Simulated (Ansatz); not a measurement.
```yaml
crystal:
  periodic: [false, false, false]
  atoms:
    - {symbol: O, position_ang: [-0.061734, -0.240347, 2.278161]}
    - {symbol: Si, position_ang: [-0.032579, -0.801166, 0.755342]}
    - {symbol: O, position_ang: [-1.553954, -1.045396, 0.260168]}
    - {symbol: F, position_ang: [0.804821, -2.150192, 0.745680]}
    - {symbol: O, position_ang: [0.678304, 0.194842, -0.284222]}
    - {symbol: Si, position_ang: [0.454418, 1.197438, -1.564136]}
    - {symbol: H, position_ang: [0.746326, -0.268734, 2.791491]}
    - {symbol: H, position_ang: [-2.173631, -1.443895, 0.871919]}
    - {symbol: H, position_ang: [1.744554, 1.879700, -1.825638]}
    - {symbol: H, position_ang: [-0.589744, 2.204430, -1.249684]}
    - {symbol: H, position_ang: [0.048719, 0.416221, -2.758582]}
basis:
  gaussian: {orbitals: aug-cc-pVTZ, nuclear_model: gaussian}
hamiltonian: {xc: {name: TPSS}}
scf: {lower_state_search: full}
```

```sh
$ ansatz run in.yaml --threads 4 --pin off --events-out ev --progress --plain --max-ram 10444MiB
```

Output, abridged:

```
Error: YAML parse error: error: line 17 column 19: hamiltonian.xc: no functional is named "TPSS"; the names, which are not case-sensitive, are SVWN5, SPW92, PBE, PBE0, PBEsol, revPBE, revPBE0, RPBE, rPW86-PBE, HSE06, wPBEh, LC-wPBE, HISS, HF, BLYP, B3LYP, B3LYP5, BHLYP, CAM-B3LYP, r2SCAN, r2SCANh, r2SCAN0, r2SCAN50, m-r2SCAN, B97, wB97, wB97X, wB97X-V, B97M-V, wB97M-V, B2PLYP, B2GP-PLYP, PBE0-DH, PBE-QIDH
15 | basis:
16 |   gaussian: {orbitals: aug-cc-pVTZ, nuclear_model: gaussian}
17 | hamiltonian: {xc: {name: TPSS}}
18 | scf: {lower_state_search: full}
```

What is wrong with this run?

The method's name isn't one that the program takes here. The input was rejected before any iteration.

HSE06 is defined as in plane-wave codes.
